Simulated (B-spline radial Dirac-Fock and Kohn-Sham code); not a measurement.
Dipole and non-dipole photoemission parameters of Re⁷⁺ 4p3/2

System: rhenium as Re⁷⁺, configuration [Xe] 4f14; threshold 544.0 eV (orbital energy of the model). Method: Dirac-Hartree-Slater photoionisation with a Latter tail; cross sections with all multipoles, angular parameters from the dipole term and its interference with E2. Computed with a B-spline atomic structure program.

Input file task.json (cfg lists n, l and occupation; rrms is the nuclear radius in fm):

```json
{"items": [{
  "Z": 75,
  "q": 7,
  "cfg": [[1, 0, 2], [2, 0, 2], [2, 1, 6], [3, 0, 2], [3, 1, 6], [3, 2, 10], [4, 0, 2], [4, 1, 6], [4, 2, 10], [4, 3, 14], [5, 0, 2], [5, 1, 6]],
  "A": 187,
  "rrms": 5.3698,
  "do": "xps",
  "hv": [64.5, 80, 131.0, 237.0, 250.0, 300, 377.0, 392.0, 481.0, 511.0, 529.0, 569.0, 600, 641.0, 780.0, 1050.0, 1486.9, 1710.0, 1930.0, 2984.4, 3220.0, 4000, 6750.0, 8047.8, 9900.0, 10800.0, 11000.0, 12000]
}]}
```

Run with: `python xray2_run.py task.json out`

For linearly polarised light dσ/dΩ = σ/(4π) [1 + β P₂(cos θ) + (δ + γ cos²θ) sin θ cos φ], with θ from the polarisation vector and φ the angle between the beam and the projection of the electron momentum on the plane normal to the polarisation.

| hν (eV) | σ (kb) | β | γ | δ |
| --- | --- | --- | --- | --- |
| 569 | 208 | -0.145 | -0.203 | 0.109 |
| 600 | 201 | 0.123 | -0.121 | 0.106 |
| 641 | 192 | 0.370 | -0.024 | 0.098 |
| 780 | 161 | 0.844 | 0.216 | 0.067 |
| 1050 | 116 | 1.232 | 0.332 | 0.029 |
| 1486.9 | 72.3 | 1.484 | 0.236 | 0.007 |
| 1710 | 58.5 | 1.551 | 0.167 | 0.003 |
| 1930 | 48.3 | 1.598 | 0.107 | 0.001 |
| 2984.4 | ? | ? | ? | ? |
| 3220 | 19.7 | 1.716 | -0.045 | 0.004 |
| 4000 | 12.9 | 1.737 | -0.021 | 0.006 |
| 6750 | 4.25 | 1.733 | 0.306 | 0.015 |
| 8047.8 | 2.85 | 1.716 | 0.496 | 0.019 |
| 9900 | 1.75 | 1.688 | 0.762 | 0.024 |
| 10800 | 1.41 | 1.673 | 0.887 | 0.027 |
| 11000 | 1.35 | 1.670 | 0.914 | 0.028 |
| 12000 | 1.09 | 1.653 | 1.047 | 0.031 |

Task: Give the values at Ag Lα (2984.4 eV).

Result: σ = 22.7 kb, β = 1.706, γ = -0.040, δ = 0.003.
